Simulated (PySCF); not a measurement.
This PySCF input asks for the NMR shieldings of `InChI=1S/C5H4O2S/c6-5(7)4-2-1-3-8-4/h1-3H,(H,6,7)`; the geometry comes from GFN2-xTB.

```python
import basis_set_exchange as bse
import numpy as np
from pyscf import gto, dft
from pyscf.prop import nmr

atoms = """
O     2.414665    1.075407   -0.467020
C     1.826263    0.136541    0.010711
O     2.459705   -0.895090    0.596270
C     0.379879   -0.017778    0.025312
C    -0.543831    0.857162   -0.488663
C    -1.862996    0.411833   -0.311325
C    -1.923228   -0.789528    0.330792
S    -0.377518   -1.403022    0.733998
H     3.418225   -0.755019    0.565880
H    -0.261739    1.775887   -0.969411
H    -2.729427    0.954262   -0.643766
H    -2.798799   -1.351340    0.591194
"""
names = dict.fromkeys(["O", "C", "S", "H"], "pcSseg-1")
basis = {el: gto.basis.parse(bse.get_basis(n, elements=[el], fmt="nwchem")) for el, n in names.items()}
mol = gto.M(atom=atoms, basis=basis, charge=0, verbose=0)
mf = dft.RKS(mol, xc="PBE0")
mf.grids.level = 2
mf.grids.alignment = dft.numint.BLKSIZE   # the property module wants whole blocks of grid points
mf.conv_tol = 1e-9
mf.kernel()

calc = nmr.RKS(mf)   # GIAO
C = mf.mo_coeff
Co = C[:, mf.mo_occ > 0]
resp = mf.gen_response(singlet=True, hermi=2)
def vind(x):   # induced exchange potential for any number of trial vectors
    d = np.einsum("pi,xij,qj->xpq", C, 2 * x.reshape(-1, C.shape[1], Co.shape[1]), Co, optimize=True)
    return np.einsum("xpq,pi,qj->xij", resp(d - d.transpose(0, 2, 1)), C, Co, optimize=True).ravel()
mo1, _ = nmr.rhf.solve_mo1(calc, with_cphf=vind)
sigma = calc.kernel(mo1)
for i, s in enumerate(sigma):   # ppm
    print("%2d %-2s %9.2f" % (i, mol.atom_pure_symbol(i), np.trace(s) / 3))
```

Q: What does it print?

A: 
```
 0 O     -70.31
 1 C      21.18
 2 O     134.04
 3 C      47.43
 4 C      45.06
 5 C      54.71
 6 C      44.03
 7 S     259.56
 8 H      25.68
 9 H      23.50
10 H      24.39
11 H      24.25
```

These numbers come from an equivalent density-fitted implementation of the same equations, which agrees with the script to about 0.01 ppm for H and up to a few tenths of a ppm for heavy atoms, so last digits may differ.

Q: Turn these shieldings into chemical shifts. δ = σ(ref) − σ, references computed at the same level: ¹⁷O (σ = 336.08 ppm) vs H2O; ¹³C (σ = 186.93 ppm), ¹H (σ = 31.72 ppm) vs TMS; ³³S (σ = 503.73 ppm) against CS2.

A: Averaging equivalent atoms: O 0: 406.4; O 2: 202.0; C 1: 165.7; C 6: 142.9; C 4: 141.9; C 3: 139.5; C 5: 132.2; S 7: 244; H 9: 8.21; H 11: 7.46; H 10: 7.33; H 8: 6.04 ppm. Unscaled 17O shifts of doubly bonded oxygen tend to come out too high, by tens of ppm or more. Experimental scales use liquid or dissolved standards, which lie at an offset from isolated H2O (liquid H2O: subtract about 36 ppm).

Size and cost of the density-fitted run: 163 basis functions, 20 s wall time on 1 thread of an Arm Neoverse V1, shared host.
